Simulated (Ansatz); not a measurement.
Reaction (substitution at a C–Sn bond): `F[CH2][SnH3]` + `[NH2][AlH2]` → `FC[NH][AlH2]` + `[SnH4]`

Calculated with Ansatz (gas phase, PBE0-D4/def2-TZVP geometries, no zero-point term in ΔE). CCSD(T)/CBS is the MP2 limit (def2-TZVPP, def2-QZVPP) plus CCSD(T) − MP2 in def2-TZVPP, frozen cores. This one scheme is used for every species. DFT in def2-TZVPP. B3LYP here is the variant with VWN-RPA as its local correlation; programs differ in this. def2 core potentials past Kr. For Sn outer-core shells are correlated without core-valence functions, which leaves a few kJ/mol of doubt a bond. Each species was taken in one conformer, which may not be the lowest.

(1) Is it downhill or uphill in electronic energy at CCSD(T)/CBS, and by how much? (Estimate.)

(2) What do these levels give: PBE-D4, r2SCAN-D4, PBE0-D4, B3LYP-D4, r2SCAN0-D4, ωB97X-V, PBE, PBE0, r2SCAN0, HF/def2-SVP, HF/def2-TZVPP, SCS-MP2/def2-TZVPP? (Estimate.)

Largest T1 diagnostic among the species: 0.013.

Results:

(1) Computed: Nearly level: ΔE = +0.03 eV.

(2) Computed: PBE-D4 -0.05, r2SCAN-D4 -0.06, PBE0-D4 -0.08, B3LYP-D4 -0.05, r2SCAN0-D4 -0.09, ωB97X-V -0.09, PBE -0.05, PBE0 -0.08, r2SCAN0 -0.08, HF/def2-SVP -0.34, HF/def2-TZVPP -0.15, SCS-MP2/def2-TZVPP -0.04 eV.

In def2-TZVPP, CCSD(T) changes the Hartree–Fock value by +0.09 eV (the triples alone add +0.01 eV) and MP2 by +0.12 eV. Leaving LDA and LC-ωPBE aside and taking each functional with its dispersion term where it has one, the values, not all of them listed here, spread over 0.10 eV, from B97M-V to BLYP-D4. LDA lies −0.13 eV from PBE without D4. From BLYP to BHLYP (50 % exact exchange), in def2-TZVPP and without D4, ΔE moves by −0.09 eV.
